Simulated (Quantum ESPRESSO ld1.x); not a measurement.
ld1.x (Quantum ESPRESSO 7.5) input

```
 &input
    zed=53.0,
    iswitch=1,
    rel=2,
    dft='SLA-VWN',
    config='[Kr] 4d8 5s2 5p4 5d2',
    rel_dist='average',
    verbosity='high',
    lsmall=.true.,
    prefix='ld1',
    max_out_wfc=37,
    file_charge='ld1.rho',
 /
```

It prints (banner and zero overlaps left out):

```
     Program LD1 v.7.5 starts

     --------------------------- All-electron run ----------------------------

     dirac relativistic calculation

     atomic number is 53.00
     dft =SLA-VWN   lsd =0 sic =0 latt =0  beta=0.20 tr2=1.0E-14
     Exchange-correlation= SLA-VWN
                           (   1   2   0   0   0   0   0)
     mesh =2073 r(mesh) = 100.05380 a.u. xmin = -8.00 dx = 0.00800
     1 Ry =  13.60569312 eV, c = 137.03599908

     n l j   nl                  e(Ry)          e(Ha)          e(eV)
     Spin orbit split results
     1 0 0.5 1S 1( 2.00)   -2422.499447492   -1211.249723746 -32959.7840732
     2 0 0.5 2S 1( 2.00)    -376.511129111    -188.255564556  -5122.6948801
     2 1 0.5 2P 1( 2.00)    -353.596623698    -176.798311849  -4810.9271514
     2 1 1.5 2P 1( 4.00)    -331.671309631    -165.835654815  -4512.6180565
     3 0 0.5 3S 1( 2.00)     -78.003678720     -39.001839360  -1061.2941151
     3 1 0.5 3P 1( 2.00)     -68.519135402     -34.259567701   -932.2503293
     3 1 1.5 3P 1( 4.00)     -64.389332787     -32.194666393   -876.0615023
     4 0 0.5 4S 1( 2.00)     -15.539623988      -7.769811994   -211.4273552
     4 1 0.5 4P 1( 2.00)     -12.191784542      -6.095892271   -165.8776791
     4 1 1.5 4P 1( 4.00)     -11.351832279      -5.675916139   -154.4495464
     3 2 1.5 3D 1( 4.00)     -47.628601149     -23.814300574   -648.0201311
     3 2 2.5 3D 1( 6.00)     -46.758435167     -23.379217584   -636.1809198
     4 2 1.5 4D 1( 3.20)      -5.910663710      -2.955331855    -80.4186766
     4 2 2.5 4D 1( 4.80)      -5.772711650      -2.886355825    -78.5417432
     5 0 0.5 5S 1( 2.00)      -2.582037092      -1.291018546    -35.1304043
     5 1 0.5 5P 1( 1.33)      -1.711070569      -0.855535285    -23.2803011
     5 1 1.5 5P 1( 2.67)      -1.590940318      -0.795470159    -21.6458457
     5 2 1.5 5D 1( 0.80)      -0.515317095      -0.257658547     -7.0112462
     5 2 2.5 5D 1( 1.20)      -0.505870475      -0.252935237     -6.8827184
     Averaged results
     1 0     1S 1( 2.00)   -2422.499447492   -1211.249723746 -32959.7840732
     2 0     2S 1( 2.00)    -376.511129111    -188.255564556  -5122.6948801
     2 1     2P 1( 6.00)    -338.979747653    -169.489873826  -4612.0544215
     3 0     3S 1( 2.00)     -78.003678720     -39.001839360  -1061.2941151
     3 1     3P 1( 6.00)     -65.765933658     -32.882966829   -894.7911113
     4 0     4S 1( 2.00)     -15.539623988      -7.769811994   -211.4273552
     4 1     4P 1( 6.00)     -11.631816366      -5.815908183   -158.2589239
     3 2     3D 1(10.00)     -47.106501560     -23.553250780   -640.9166043
     4 2     4D 1( 8.00)      -5.827892474      -2.913946237    -79.2925166
     5 0     5S 1( 2.00)      -2.582037092      -1.291018546    -35.1304043
     5 1     5P 1( 4.00)      -1.630983735      -0.815491867    -22.1906642
     5 2     5D 1( 2.00)      -0.509649123      -0.254824561     -6.9341296

     final scf error:  2.4E-15 reached in  28 iterations

     Etot =  -14216.255087 Ry,   -7108.127543 Ha, -193422.004066 eV

     Ekin =   15066.597709 Ry,    7533.298855 Ha,  204991.504842 eV
     Encl =  -34450.630553 Ry,  -17225.315277 Ha, -468724.707203 eV
     Eh   =    5516.209313 Ry,    2758.104657 Ha,   75051.851117 eV
     Exc  =    -348.431556 Ry,    -174.215778 Ha,   -4740.652822 eV

     normalization and overlap integrals

     s(1S/1S) =  1.000000  <r> =   0.0272  <r2> =    0.0010  r(max) =   0.0176
     LC norm =  0.96194827 + SC norm =  0.03805173 =  1.00000000
     s(2S/2S) =  1.000000  <r> =   0.1168  <r2> =    0.0162  r(max) =   0.0996
     LC norm =  0.99186538 + SC norm =  0.00813462 =  1.00000000
     s(2P/2P) =  1.000000  <r> =   0.0985  <r2> =    0.0119  r(max) =   0.0765
     LC norm =  0.99183028 + SC norm =  0.00816972 =  1.00000000
     s(2P/2P) =  1.000000  <r> =   0.1042  <r2> =    0.0132  r(max) =   0.0809
     LC norm =  0.99224397 + SC norm =  0.00775603 =  1.00000000
     s(3S/3S) =  1.000000  <r> =   0.3141  <r2> =    0.1129  r(max) =   0.2864
     LC norm =  0.99759234 + SC norm =  0.00240766 =  1.00000000
     s(3P/3P) =  1.000000  <r> =   0.3042  <r2> =    0.1075  r(max) =   0.2730
     LC norm =  0.99764593 + SC norm =  0.00235407 =  1.00000000
     s(3P/3P) =  1.000000  <r> =   0.3157  <r2> =    0.1157  r(max) =   0.2841
     LC norm =  0.99775984 + SC norm =  0.00224016 =  1.00000000
     s(4S/4S) =  1.000000  <r> =   0.7325  <r2> =    0.6059  r(max) =   0.6796
     LC norm =  0.99928954 + SC norm =  0.00071046 =  1.00000000
     s(4P/4P) =  1.000000  <r> =   0.7615  <r2> =    0.6601  r(max) =   0.6961
     LC norm =  0.99934870 + SC norm =  0.00065130 =  1.00000000
     s(4P/4P) =  1.000000  <r> =   0.7883  <r2> =    0.7072  r(max) =   0.7187
     LC norm =  0.99938388 + SC norm =  0.00061612 =  1.00000000
     s(3D/3D) =  1.000000  <r> =   0.2864  <r2> =    0.0972  r(max) =   0.2289
     LC norm =  0.99787462 + SC norm =  0.00212538 =  1.00000000
     s(3D/3D) =  1.000000  <r> =   0.2900  <r2> =    0.0995  r(max) =   0.2326
     LC norm =  0.99790781 + SC norm =  0.00209219 =  1.00000000
     s(4D/4D) =  1.000000  <r> =   0.8787  <r2> =    0.8978  r(max) =   0.7601
     LC norm =  0.99951533 + SC norm =  0.00048467 =  1.00000000
     s(4D/4D) =  1.000000  <r> =   0.8886  <r2> =    0.9180  r(max) =   0.7662
     LC norm =  0.99952432 + SC norm =  0.00047568 =  1.00000000
     s(5S/5S) =  1.000000  <r> =   1.7647  <r2> =    3.5011  r(max) =   1.5868
     LC norm =  0.99984509 + SC norm =  0.00015491 =  1.00000000
     s(5P/5P) =  1.000000  <r> =   2.0050  <r2> =    4.5551  r(max) =   1.7607
     LC norm =  0.99987917 + SC norm =  0.00012083 =  1.00000000
     s(5P/5P) =  1.000000  <r> =   2.0843  <r2> =    4.9229  r(max) =   1.8325
     LC norm =  0.99988760 + SC norm =  0.00011240 =  1.00000000
     s(5D/5D) =  1.000000  <r> =   3.2129  <r2> =   12.0365  r(max) =   2.5850
     LC norm =  0.99995218 + SC norm =  0.00004782 =  1.00000000
     s(5D/5D) =  1.000000  <r> =   3.2554  <r2> =   12.3542  r(max) =   2.6057
     LC norm =  0.99995342 + SC norm =  0.00004658 =  1.00000000

     LC charge = 51.81083800 + SC charge =  0.18916200 = 52.00000000

     ------------------------ End of All-electron run ------------------------
```

Run on one thread of a shared host, so times are rough (Intel(R) Xeon(R) Processor @ 2.60GHz): 0.59 s of CPU time, 2.1 s wall, 28 iterations on 2073 mesh points.
